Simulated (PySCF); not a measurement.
# Computed properties of Si(F)(OH)2(SMe) (CH₅FO₂SSi), SMILES O[Si](F)(O)SC

CH₅FO₂SSi, SMILES S([Si](F)(O)O)C. The structure is a stationary point at B3LYP-D3(BJ)/def2-SVP. Other conformers were not sampled. All values are computed for the isolated molecule unless a solvent is named; none is compared with measurement here.

**Structure.** All 27 harmonic modes at B3LYP-D3(BJ)/def2-SVP (PySCF) are real, so it is a minimum. With heavy atoms numbered as in [CH3:1][S:2][Si:3]([OH:4])([OH:5])[F:6], the shortest bond between them is Si3–F6 at 1.629 Å and the longest S2–Si3 at 2.115 Å.

**Vibrations.** The strongest infrared lines (harmonic, unscaled, degenerate partners summed) lie at 864 cm⁻¹ (224 km/mol, H 37 %, Si 30 %, F 20 %, O 11 %), 796 cm⁻¹ (200 km/mol, H 74 %, O 25 %), 937 cm⁻¹ (186 km/mol, Si 46 %, O 29 %, F 20 %). The softest mode is at 32 cm⁻¹ and the zero-point energy is 44.5 kcal/mol.

**Electronic structure.** r2SCAN/def2-TZVP (PySCF) places the frontier levels at -6.27 and -0.43 eV, a gap of 5.84 eV, and gives a dipole moment of 0.97 D and a mean polarisability of 60.2 bohr³. PBE/def2-TZVP (PySCF) at the same geometry gives -6.00 and -0.76 eV, so its gap is 0.60 eV narrower. An orbital gap is neither the optical nor the fundamental gap.

**Excitations.** TDA-PBE0/def2-SVPD (PySCF) has S1 at 5.77 eV (215 nm, f = 0.001, dark); the most intense of the 10 singlets computed lies at 7.85 eV (f = 0.08). T1 (TDA) is at 5.29 eV, 0.48 eV under S1. TDA-PBE/def2-SVPD (PySCF) puts S1 at 5.17 eV. No vertical singlet excitation falls in the visible range (under 3.1 eV).

**NMR.** GIAO shifts at HF/pcSseg-1 (PySCF) (non-relativistic, atoms alike by connectivity averaged): ¹³C at 13.5 ppm against TMS; ¹H from 2.4 to 2.9 ppm against TMS; ²⁹Si at -42.1 ppm against TMS; ¹⁹F at -108.0 ppm against CFCl3.

**Solvation.** SMD-M06-2X/def2-SVP (PySCF) gives -9.2 kcal/mol in water, -7.0 kcal/mol in diethylether, -8.7 kcal/mol in acetone (1 M in both phases, gas-phase geometry).
